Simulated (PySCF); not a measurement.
A geometry optimisation on `CCC[SiH2]S[SiH3]`.

Computed with PBE0-D3(BJ)/def2-SVP geometry optimisation, gas phase (PySCF 2.14.0). Start geometry: GFN2-xTB. A driver script takes a list of jobs; this job's settings line and coordinates (Å) are shown.

Input:
```
{"job": {"xc": "PBE0", "basis": "def2-SVP", "d3": "d3bj", "grid": 1, "kind": "geom"}, "charge": 0, "multiplicity": 1}
C     -3.349733    -0.125765     0.279150
C     -2.014645     0.345276    -0.285292
C     -0.837452    -0.334331     0.406086
Si     0.830371     0.233922    -0.276837
S      2.332179    -0.841485     0.829438
Si     4.166208    -0.130874    -0.013080
H     -3.412983     0.096271     1.342380
H     -4.176449     0.369695    -0.225176
H     -3.459133    -1.200353     0.148543
H     -1.931848     1.427407    -0.164753
H     -1.978831     0.134342    -1.356250
H     -0.886446    -0.133860     1.478558
H     -0.933053    -1.416592     0.295576
H      0.993804    -0.092575    -1.693101
H      1.059343     1.664214    -0.074429
H      4.237977     1.311796     0.182015
H      5.178993    -0.855920     0.731827
H      4.172940    -0.444851    -1.436306
```

Task: Give the output.

Result: 
```
step   0  E = -1097.85333314  max force = 0.019622
step   1  E = -1097.85806807  max force = 0.004756
step   2  E = -1097.85827481  max force = 0.001488
step   3  E = -1097.85829105  max force = 0.000269
step   4  E = -1097.85829041  max force = 0.000182
optimisation converged
```

Energies in Eh; «max force» is the largest Cartesian gradient component in Eh/bohr.

Task: How much energy does the optimisation release, in eV?

Result: E(step 0) − E(last step) = 0.004957 Eh, which is 0.135 eV.

Main results: final energy -1097.85829 Eh after 4 steps; dipole 1.33 D.

Task: Where do the atoms end?

Result: 0.058 Å rms from the input after alignment:
```
atom  x, y, z in Å
C1    -3.2728    0.2898    0.0194
C2    -1.9022    0.6900   -0.5059
C3    -0.7549   -0.0252    0.2081
Si4    0.9491    0.4600   -0.4100
S5     2.3852   -0.6747    0.7349
Si6    4.1972    0.0973   -0.1205
H7    -3.3700    0.5223    1.0919
H8    -4.0794    0.8176   -0.5121
H9    -3.4442   -0.7919   -0.1002
H10   -1.7764    1.7824   -0.4052
H11   -1.8494    0.4833   -1.5892
H12   -0.7865    0.1789    1.2930
H13   -0.8542   -1.1200    0.1023
H14    1.1098    0.1567   -1.8667
H15    1.1972    1.9241   -0.2224
H16    4.3029    1.5736    0.0829
H17    5.3184   -0.5908    0.5793
H18    4.2654   -0.1850   -1.5861
```

Time: 56 s. Hardware: Arm Neoverse V1, one thread, shared host.
Labels such as C1 count atoms from 1, the log's own numbers from 0.
